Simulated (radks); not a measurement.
All-electron atom: neutral ruthenium in [Kr] 4d7 5s1. Calculated with a radial shooting solver on a logarithmic mesh with Libxc functionals: Dirac Kohn-Sham, LDA (Slater exchange, Perdew-Wang correlation), spin-unpolarised, spherical densities, finite nucleus; open shells fill j = l - 1/2 first; Fermi nuclear charge, rms radius 4.4809 fm. Some entries of the table are withheld. Estimate them.

orbital,occ.,eigenvalue (Ry),<r^2> (bohr^2),<r> (bohr)
1s1/2,2,-1609.335,0.001513,(1)
2s1/2,2,-231.3921,0.02500,0.1455
2p1/2,2,(2),(3),0.1237
2p3/2,4,(4),(5),0.1285
3s1/2,2,-40.70489,0.1863,0.4032
3p1/2,2,-33.93364,0.1828,0.3962
3p3/2,4,-32.30263,0.1926,0.4069
3d3/2,4,-20.26726,0.1753,(6)
3d5/2,6,-19.94915,0.1783,(7)
4s1/2,2,-5.60945,(8),1.018
4p1/2,2,-3.58637,1.406,1.106
4p3/2,4,-3.33396,1.489,1.138
4d3/2,4,-0.40808,3.592,1.692
4d5/2,3,-0.38431,3.727,1.721
5s1/2,1,-0.33078,12.90,3.341
5p1/2,0,-0.08167,(9),4.904
5p3/2,0,-0.07297,(10),5.101

Answer. 
(1) 1s1/2 <r> (bohr): 0.03347
(2) 2p1/2 eigenvalue (Ry): -213.9566
(3) 2p1/2 <r^2> (bohr^2): 0.01878
(4) 2p3/2 eigenvalue (Ry): -204.3495
(5) 2p3/2 <r^2> (bohr^2): 0.02013
(6) 3d3/2 <r> (bohr): 0.3824
(7) 3d5/2 <r> (bohr): 0.3859
(8) 4s1/2 <r^2> (bohr^2): 1.176
(9) 5p1/2 <r^2> (bohr^2): 28.72
(10) 5p3/2 <r^2> (bohr^2): 31.10
